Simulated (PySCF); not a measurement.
Compound: C3H10O2Si2.
Numbering: `[O:1]=[C:2]([CH2:3][CH2:4][SiH3:5])[O:6][SiH3:7]` (hydrogens: H8, H9 on C3; H10, H11 on C4; H12, H13, H14 on Si5; H15, H16, H17 on Si7)

The same species was optimised twice, with GFN2-xTB and with PBE0-D3(BJ)/def2-SVP (PySCF), and the same property calculations (PySCF, gas phase) were run on both structures.

| coordinate | GFN2-xTB | PBE0-D3(BJ)/def2-SVP | change |
| --- | --- | --- | --- |
| O6–Si7 (Å) | 1.672 | 1.722 | +0.050 |
| C2–O6 (Å) | 1.317 | 1.333 | +0.016 |
| C4–Si5 (Å) | 1.913 | 1.904 | -0.009 |
| C2–C3 (Å) | 1.497 | 1.501 | +0.004 |
| O1=C2 (Å) | 1.208 | 1.210 | +0.002 |
| C3–C4 (Å) | 1.521 | 1.522 | +0.001 |
| C3–C4–Si5 (°) | 112.8 | 115.9 | +3.1 |
| C2–O6–Si7 (°) | 119.8 | 116.9 | -2.9 |
| C2–C3–C4 (°) | 110.6 | 113.3 | +2.7 |
| C3–C2–O6 (°) | 115.1 | 114.1 | -1.0 |
| O1–C2–C3 (°) | 123.5 | 124.2 | +0.7 |
| O1–C2–O6 (°) | 121.4 | 121.7 | +0.3 |
| O1–C2–C3–C4 (°) | 26 | 13 | -13 |
| C2–C3–C4–Si5 (°) | -48 | -54 | -6 |
| O1–C2–O6–Si7 (°) | 0 | 2 | +2 |

Rotational constants: A = 4564, B = 867.6, C = 757.7 MHz (GFN2-xTB) against A = 4599, B = 804.0, C = 716.8 MHz (PBE0-D3(BJ)/def2-SVP). Point groups within 0.08 Å: C1 and C1.

On the GFN2-xTB structure: isotropic polarisability (au) 93.4 [CAM-B3LYP/def2-SVPD]; HOMO (eV) -9.54 [CAM-B3LYP/def2-SVPD]; LUMO (eV) 0.71 [CAM-B3LYP/def2-SVPD]; dipole (D) 2.66 [CAM-B3LYP/def2-SVPD]; HOMO (eV) -8.14 [PBE0/pcSseg-1]; LUMO (eV) -0.26 [PBE0/pcSseg-1]; dipole (D) 2.66 [PBE0/pcSseg-1]; GIAO shielding of O1 (ppm) -106.3 [PBE0/pcSseg-1]; GIAO shielding of C2 (ppm) 0.0 [PBE0/pcSseg-1]; GIAO shielding of C3 (ppm) 152.5 [PBE0/pcSseg-1]; GIAO shielding of C4 (ppm) 180.4 [PBE0/pcSseg-1]; GIAO shielding of Si5 (ppm) 423.4 [PBE0/pcSseg-1]; GIAO shielding of O6 (ppm) 142.8 [PBE0/pcSseg-1]; GIAO shielding of Si7 (ppm) 388.1 [PBE0/pcSseg-1].

**Question.** What do these properties become on the PBE0-D3(BJ)/def2-SVP structure?

**Answer.** 
```tsv
property	level	on GFN2-xTB	on PBE0-D3(BJ)/def2-SVP	change
isotropic polarisability (au)	CAM-B3LYP/def2-SVPD	93.4	96.1	+2.7
HOMO (eV)	CAM-B3LYP/def2-SVPD	-9.54	-9.79	-0.25
LUMO (eV)	CAM-B3LYP/def2-SVPD	0.71	0.78	+0.07
dipole (D)	CAM-B3LYP/def2-SVPD	2.66	2.22	-0.44
energy, GFN2-xTB geometry as zero (kcal/mol)	CAM-B3LYP/def2-SVPD	0.0	-4.7	-4.7
HOMO (eV)	PBE0/pcSseg-1	-8.14	-8.33	-0.19
LUMO (eV)	PBE0/pcSseg-1	-0.26	-0.17	+0.09
dipole (D)	PBE0/pcSseg-1	2.66	2.19	-0.47
energy, GFN2-xTB geometry as zero (kcal/mol)	PBE0/pcSseg-1	0.0	-4.3	-4.3
GIAO shielding of O1 (ppm)	PBE0/pcSseg-1	-106.3	-119.1	-12.8
GIAO shielding of C2 (ppm)	PBE0/pcSseg-1	0.0	0.5	+0.5
GIAO shielding of C3 (ppm)	PBE0/pcSseg-1	152.5	151.2	-1.3
GIAO shielding of C4 (ppm)	PBE0/pcSseg-1	180.4	182.0	+1.6
GIAO shielding of Si5 (ppm)	PBE0/pcSseg-1	423.4	413.4	-10.0
GIAO shielding of O6 (ppm)	PBE0/pcSseg-1	142.8	137.9	-4.9
GIAO shielding of Si7 (ppm)	PBE0/pcSseg-1	388.1	384.6	-3.5
```

The heavy atoms differ by 0.174 Å rms after alignment. Among bonds between heavy atoms O6–Si7 changes most (+0.050 Å). Changes are differences of the printed values. Neither structure is proved a minimum here.

Shape of the structure used: `[O:1]=[C:2]([CH2:3][CH2:4][SiH3:5])[O:6][SiH3:7]`: O1–C2–C3–C4 13°, C2–C3–C4–Si5 -54°, O1–C2–O6–Si7 2°.
